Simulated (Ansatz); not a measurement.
Species: TlCl, charge 0, singlet. TlCl (SMILES [Cl][Tl]).
B3LYP-D3(BJ)/def2-TZVP minimum from Ansatz (a quantum-chemistry and plane-wave program):
```xyz
2

Tl     0.0000     0.0000    -0.4393
Cl     0.0000     0.0000     2.0929
```
Charge 0, spin multiplicity 1.

Total energies in def2-TZVPP, 10 correlated electrons, 14 frozen orbitals. Open shells are spin-unrestricted; no spin-orbit coupling. Correlated methods leave the cores frozen (noble-gas shells, and filled d and f shells in the p block). Past Kr the def2 sets carry scalar-relativistic core potentials. Spin-orbit terms, left out, reach several kcal/mol for Br and I, and more for heavier atoms.

```csv
method,program,energy (Eh),minus CCSDT(Q) (mEh)
HF,Ansatz,-631.10830,263.04
MP2,Ansatz,-631.33855,32.79
CCSD,Ansatz,-631.36014,11.20
CCSD(T),Ansatz,-631.37025,1.08
CCSDT(Q),Ansatz,-631.37134,0.00
```

Rough core times of Ansatz's runs on a shared machine: CCSD(T) under 20 s, CCSDT(Q) 90 s.
